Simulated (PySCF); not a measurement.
# Assignment exercise: C7H11PSi

Numbering as in the mapped SMILES `[CH3:1][c:2]1[cH:3][cH:4][cH:5][cH:6][c:7]1[PH:8][SiH3:9]` (H(Xn): hydrogen on atom n).

Computational details: geometry from GFN2-xTB, PBE0/pcSseg-1 with gauge-including orbitals, in PySCF 2.14.0 with density-fitted response routines (equivalent nuclei averaged, single conformer, non-relativistic Hamiltonian, gas phase).

Chemical shifts δ = σref − σ; 13C and 1H against TMS, all at this level.

Question: Assign these signals to the numbered atoms. 13C{1H} NMR (computed): δ 146.8 (C), 141.2 (CH), 137.6 (C), 134.4 (CH), 133.9 (CH), 132.1 (CH), 24.8 (CH3).

Answer: 
| δ (ppm) | atoms | environment | reason |
| --- | --- | --- | --- |
| 146.8 | C2 | substituted aromatic carbon | – |
| 141.2 | C6 | aromatic CH | – |
| 137.6 | C7 | substituted aromatic carbon | – |
| 134.4 | C3 | aromatic CH | the aromatic region |
| 133.9 | C4 | aromatic CH | – |
| 132.1 | C5 | aromatic CH | – |
| 24.8 | C1 | methyl carbon on an aromatic ring | aliphatic region, no heteroatom directly attached |

C3 and C4; C4 and C5 lie closer than the usual error of such a calculation, so a measured spectrum could show them in the other order.

Question: Assign these signals to the numbered atoms. 1H NMR (300 MHz, computed): δ 7.79 (m, 1H), 7.44 (m, 1H), 7.42 (m, 1H), 7.38 (m, 1H), 3.97 (m, 3H), 3.33 (m, 1H), 2.63 (s, 3H).

Answer: 
7.79 → H(C6), hydrogen on an aromatic CH: it sits in the deshielding region of the aromatic ring current
7.44 → H(C4), hydrogen on an aromatic CH
7.42 → H(C3), hydrogen on an aromatic CH
7.38 → H(C5), hydrogen on an aromatic CH
3.97 → H(Si9), hydrogen on a silicon bonded to P
3.33 → H(P8), hydrogen on a phosphorus bonded to C, Si
2.63 → H(C1), hydrogen on a methyl carbon on an aromatic ring: benzylic-type position, deshielded by the ring

H(C4) and H(C3); H(C3) and H(C5) lie closer than the usual error of such a calculation, so a measured spectrum could show them in the other order.

Splittings by 31P in the carbon and heteronuclear signals aren't shown, as no couplings were computed. Shifts are as computed. Against solution values, carbons near 30 ppm lie about +3 ppm off and those near 130 ppm about +5 ppm. Of 1211 compounds with measured shifts, 218 miss one by over three times the rms of a fit or turn the order of signals round; such compounds aren't used in these exercises. Multiplicities follow the n + 1 count of equivalent neighbours, as no J values were calculated; m marks all less simple cases, F and P coupling included.
